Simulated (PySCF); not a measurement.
**Spin states and ions at one geometry of [TlF2]+**

PySCF 2.14.0, RKS PBE0, Tl def2-SVP with ECP60, F def2-SVP; non-relativistic Hamiltonian with scalar-relativistic core potentials where named; density fitting; no spin-orbit coupling; singlets restricted, open shells unrestricted. The geometry is relaxed for charge +1, singlet, vacuum:

```xyz
3

Tl    0.0000    0.0000    0.3955
F     1.9236    0.0000    0.3965
F    -1.9236    0.0000    0.3965
```

Energies count from the relaxed state; an electron taken off or put on is at rest in vacuum. Charges and spins are Mulliken's.

```json
{"state": "charge +1, singlet, vacuum", "energy (eV)": "0.00", "spin squared": "0.00", "charge on Tl1 (e)": "1.48", "spin on Tl1 (e)": "0.00", "dipole about the centre of mass (D)": "0.00"}
{"state": "charge +1, triplet, vacuum", "energy (eV)": "4.03", "spin squared": "2.01", "charge on Tl1 (e)": "1.17", "spin on Tl1 (e)": "0.60", "dipole about the centre of mass (D)": "0.00"}
{"state": "charge 0, doublet, vacuum", "energy (eV)": "-8.71", "spin squared": "0.75", "charge on Tl1 (e)": "0.78", "spin on Tl1 (e)": "0.51", "dipole about the centre of mass (D)": "0.00"}
```

**Question.** What does the state charge +2, doublet, vacuum give?

**Answer.** energy (eV) 20.85, spin squared 0.76, charge on Tl1 (e) 1.88, spin on Tl1 (e) -0.05, dipole about the centre of mass (D) 0.00.

With an electron taken off (doublet) the charges change, summed by element, by Tl +0.40 e, F +0.60 e. The vertical ionisation energy is 20.85 eV, against −ε(HOMO) = 18.10 eV of the relaxed state. The level lies 2.7 eV too high, as is usual for semilocal functionals and global hybrids, which keep a self-interaction error.

With an electron put on (doublet) the charges change, summed by element, by Tl -0.70 e, F -0.30 e. The vertical electron affinity is 8.71 eV, against −ε(LUMO) = 11.37 eV of the relaxed state.

Open shells may have lower solutions than those found.
